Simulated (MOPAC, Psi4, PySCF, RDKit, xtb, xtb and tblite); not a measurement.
Two geometries of C5H10GeOSi, SMILES [CH2]([SiH2]c1ccco1)[GeH3], singlet, relaxed at GFN2-xTB with one dihedral held; other torsions can differ between them too.

Structure A

```
18

Ge    -2.3008     0.7367     0.6131
C     -1.9101    -0.4291    -0.9203
Si    -0.4098    -1.5637    -0.6268
C      1.0385    -0.4915    -0.1154
C      1.6878     0.5598    -0.7056
C      2.6877     0.9826     0.1973
C      2.5789     0.1593     1.2766
O      1.5934    -0.7283     1.0980
H     -2.5645    -0.0477     1.8586
H     -3.5186     1.5784     0.3608
H     -1.1749     1.6760     0.9025
H     -2.7880    -1.0350    -1.1414
H     -1.7324     0.1970    -1.7944
H     -0.0959    -2.2729    -1.8768
H     -0.6723    -2.5101     0.4601
H      1.4729     0.9755    -1.6695
H      3.3866     1.7833     0.0649
H      3.1257     0.1120     2.1982
```

Structure B

```
18

Ge     2.5658     0.6423     0.6489
C      1.8360    -0.3275    -0.8947
Si     0.4068    -1.5057    -0.4699
C     -1.0997    -0.4785    -0.0487
C     -1.3527     0.8674    -0.0100
C     -2.7041     1.0197     0.3693
C     -3.1834    -0.2444     0.5334
O     -2.2292    -1.1499     0.2840
H      3.1002    -0.2957     1.6837
H      3.7084     1.5265     0.2366
H      1.5602     1.5178     1.3233
H      2.6449    -0.9062    -1.3394
H      1.5163     0.3918    -1.6477
H      0.1105    -2.3460    -1.6408
H      0.7562    -2.3621     0.6710
H     -0.6540     1.6509    -0.2283
H     -3.2430     1.9358     0.5008
H     -4.1509    -0.6116     0.8157
```

### Question
Which is lower in energy at the level B3LYP-D3(BJ)/def2-SVP // GFN2-xTB in Psi4 1.11, and by how much?

### Answer
B is lower, by 0.66 kcal/mol (dihedral C2–Si3–C4–O8: 120° in A, 180° in B).

E(B) − E(A) in kcal/mol at the other levels, on the same two geometries: GFN2-xTB (xtb and tblite) -0.44; B3LYP/def2-SVP // GFN2-xTB (Psi4) -0.72; PBE/def2-SVP // GFN2-xTB (Psi4) -0.62; PBE-D3(BJ)/def2-SVP // GFN2-xTB (Psi4) -0.57; UFF // GFN2-xTB (RDKit) 0.69; PM7, restricted, heats of formation // GFN2-xTB (MOPAC) 0.50; PM3, restricted, heats of formation // GFN2-xTB (MOPAC) -0.48; GFN1-xTB // GFN2-xTB (xtb) -0.19; restricted B3LYP/6-31G*, spherical d, density fitting // GFN2-xTB (PySCF) -0.64; restricted Hartree-Fock/STO-3G // GFN2-xTB (PySCF) -0.03; restricted B3LYP/LANL2DZ, with its core potentials past Ne // GFN2-xTB (PySCF) -0.44.
